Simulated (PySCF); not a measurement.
Can point charges reproduce the dipole moment of `[SiH2]1N[SiH](N1)N([SiH3])[SiH3]`?

Coordinates (PBE0-D3(BJ)/def2-SVP, Å) and charges (e) from the PBE0/pcSseg-1 density (PySCF):

```tsv
atom	x	y	z	Mulliken	IAO	Hirshfeld	ESP-fitted
Si1	-1.144	1.552	-0.130	+0.6336	+0.7173	+0.3348	+0.3990
N2	-1.046	-0.189	0.129	-1.0803	-1.0290	-0.3447	-0.5042
Si3	-2.510	-1.150	0.151	+0.6228	+0.7184	+0.3393	+0.4332
Si4	0.558	-0.824	0.359	+1.1140	+1.1956	+0.4256	+0.9447
N5	1.631	-0.837	-1.017	-0.7877	-0.9614	-0.3402	-0.9986
Si6	2.714	0.347	-0.332	+0.8123	+1.0061	+0.3982	+0.9274
N7	1.626	0.377	1.040	-0.8168	-0.9566	-0.3302	-0.9802
H8	-1.003	2.326	1.139	-0.0890	-0.1333	-0.0815	-0.0891
H9	-0.114	2.008	-1.108	-0.0896	-0.1204	-0.0730	-0.0758
H10	-2.503	1.829	-0.694	-0.1051	-0.1275	-0.0798	-0.0916
H11	-3.161	-1.195	-1.195	-0.0897	-0.1355	-0.0829	-0.1008
H12	-2.156	-2.541	0.561	-0.0987	-0.1179	-0.0758	-0.0977
H13	-3.503	-0.589	1.119	-0.0914	-0.1324	-0.0804	-0.0998
H14	0.410	-2.125	1.068	-0.0885	-0.1529	-0.0804	-0.1518
H15	1.535	-1.218	-1.947	+0.1923	+0.2720	+0.1220	+0.4175
H16	2.838	1.631	-1.092	-0.1161	-0.1584	-0.0871	-0.1689
H17	4.100	-0.127	-0.028	-0.1179	-0.1569	-0.0870	-0.1718
H18	1.714	0.755	1.972	+0.1958	+0.2730	+0.1225	+0.4085
```

Task: Compute μ = Σ q r for each scheme (1 e·Å = 4.803 D) and compare with the dipole of the full density.

Result: The full density gives (0.51, -0.01, -0.02) D, 0.51 D in size; dipole vectors point from the negative to the positive end.

```csv
scheme,μx,μy,μz,size (D),share of the full size (%),angle to the full dipole (°)
Mulliken,0.08,-0.25,0.11,0.28,55,74
IAO,0.33,0.03,0.01,0.34,65,7
Hirshfeld,0.53,-0.08,0.06,0.54,104,11
ESP-fitted,0.51,-0.02,-0.02,0.51,99,1
```

Task: Which set comes closest?

Result: Length of the difference vector: ESP-fitted 0.01 D, Hirshfeld 0.10 D, IAO 0.19 D, Mulliken 0.51 D. Closest: ESP-fitted. The schemes that divide the density aren't constrained to reproduce the dipole.

Task: What is left for the Hirshfeld atoms' own dipoles?

Result: The Hirshfeld atoms' densities add up to the full density, so μ = Σ q r + Σ (atomic dipoles). The atomic dipoles sum to (0.51, -0.01, -0.02) − (0.53, -0.08, 0.06) = (-0.02, 0.07, -0.08) D, 0.10 D in size.

Task: With the origin at the mean of the coordinates, (-0.001, 0.002, 0.000) Å, which are the largest single terms, by size, of the Mulliken dipole along the direction of the full one?

Result: Si6 +10.60, Si3 -7.44, N5 -6.37, N7 -6.20, N2 +5.42 D; all 18 atoms together +0.08 D. The single terms depend on the origin, their sum doesn't.

Task: Give the size of the full dipole in other units.

Result: 0.51 D = 0.202 au = 0.107 e·Å = 1.72 × 10⁻³⁰ C·m.

One conformer (not necessarily the lowest) at the PBE0-D3(BJ)/def2-SVP geometry, without solvent, vibrations or thermal averaging.

These values come from a run that also computed NMR shieldings. Time: 31 s wall; peak memory 1.0 GiB. Hardware: one thread, Arm Neoverse V1 (aarch64), shared host.

Shape of the structure used: `[SiH3:1][N:2]([SiH3:3])[SiH:4]1[NH:5][SiH2:6][NH:7]1`: Si1–N2–Si4–N5 -70°.
